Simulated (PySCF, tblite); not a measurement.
Compound: C3H12FPSi3.
Atom-mapped SMILES: `[F:1][C@@H:2]1[CH2:3][SiH2:4][PH:5][Si@H:6]1[CH2:7][SiH3:8]` (hydrogens: H9 on C2; H10, H11 on C3; H12, H13 on Si4; H14 on P5; H15 on Si6; H16, H17 on C7; H18, H19, H20 on Si8)

Cartesian coordinates in Å at the GFN2-xTB level; atoms count from 1:
```
atom  x, y, z in Å
F1    -1.501   -0.892   -2.262
C2    -0.576   -0.904   -1.218
C3    -1.295   -1.308    0.057
Si4   -2.451    0.103    0.650
P5    -1.334    1.990    0.168
Si6    0.144    0.893   -1.119
C7     1.924    0.903   -0.442
Si8    2.281   -0.141    1.109
H9     0.166   -1.656   -1.511
H10   -0.542   -1.521    0.818
H11   -1.855   -2.228   -0.115
H12   -3.704    0.111   -0.104
H13   -2.705   -0.043    2.086
H14   -0.553    1.980    1.309
H15    0.078    1.435   -2.483
H16    2.594    0.585   -1.239
H17    2.180    1.940   -0.230
H18    1.372    0.232    2.197
H19    2.108   -1.562    0.793
H20    3.663    0.096    1.531
```

Jobs on this species (20 atoms, 96 electrons) with PySCF (density fitting) and tblite. Hardware of each: one thread, Arm Neoverse N1 (aarch64), shared host. The host was shared with other jobs, so the times are rough.

Problem. Rank these jobs by wall time, shortest first.
A. PBE0/pcSseg-1; shieldings, ring-centre shieldings, charges and field gradients, density and orbital grids written; 224 basis functions
B. GFN2-xTB; Hessian by finite differences
C. GFN2-xTB; L-BFGS relaxation

Solution. B (2.1 s), C (3.4 s), A (1.8 min).

All jobs:

```json
{"level and settings": "GFN2-xTB", "work": "Hessian by finite differences", "basis functions": "–", "SCF cycles": "–", "wall time": "2.1 s"}
{"level and settings": "GFN2-xTB", "work": "L-BFGS relaxation", "basis functions": "–", "SCF cycles": "–", "wall time": "3.4 s"}
{"level and settings": "PBE0/pcSseg-1", "work": "shieldings, ring-centre shieldings, charges and field gradients, density and orbital grids written", "basis functions": "224", "SCF cycles": "12", "wall time": "1.8 min"}
```

Problem. What do all jobs in the table cost together?

Solution. About 1.9 min; the longest takes about 95 % of that, and about 51 times as long as the shortest.
